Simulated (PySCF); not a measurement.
## TDDFT excited states: C3H8OSSi

C3H8OSSi.
InChI=1S/C3H8OSSi/c1-3(5)2-4-6/h2H2,1,6H3

Computed, not measured: TDDFT CAM-B3LYP/def2-SVPD, vertical, gas phase, core orbitals frozen in the response in PySCF 2.14.0, density-fitted response routines. The structure is a single PBE0-D3(BJ)/def2-SVP conformer in the gas phase; no vibrational or solvent corrections. Torsions of this conformer, `[CH3:1][C:2](=[S:3])[CH2:4][O:5][SiH3:6]`: C1–C2–C4–O5 -5°, C2–C4–O5–Si6 180°.

**Question.** List the vertical singlet excitations with oscillator strengths and describe the spectrum.

**Answer.** 

```
state  E (eV)  E (hartree)       f  main configurations (H = HOMO, L = LUMO)
   S1    2.62       0.0963  0.0000                                 H→L (99%)
   S2    5.35       0.1967   0.198                               H-1→L (95%)
   S3    6.09       0.2236   0.047                  H→L+1 (61%), H→L+3 (21%)
   S4    6.42       0.2360  0.0012                  H-4→L (59%), H-3→L (34%)
   S5    6.57       0.2414   0.076                               H-2→L (89%)
   S6    6.64       0.2442   0.057     H→L+5 (41%), H→L+3 (20%), H→L+4 (14%)
```

The lowest singlet lies at 2.62 eV (473 nm, visible) and is dark (f under 0.0005); its leading configuration is HOMO→LUMO (99%). The most intense listed level is S2 at 5.35 eV (232 nm, f = 0.198), 2.73 eV above S1. S1 has the pattern of n→π* at C=S. Of the 6 states listed, 4 reach f = 0.01 and 1 stays under 0.0005. Orbital energies (eV): HOMO-3 -10.84, HOMO-2 -10.32, HOMO-1 -9.19, HOMO -7.82, LUMO -0.96, LUMO+1 0.72, LUMO+2 1.14. The listed states span 4.03 eV, and the widest gap between neighbours is 2.73 eV (S1 to S2). S1 lies in the visible range (380 to 750 nm), at 473 nm, dark in the vertical dipole picture (f under 0.0005); light of that wavelength is blue, and its complementary colour is yellow. The window holds the lowest 6 singlets.

Hardware: one thread of an Arm Neoverse V1, no GPU, shared host with 32 logical CPUs at a one-minute load of 8.6. Cost: 33 s wall, 0.94 GiB resident at most.
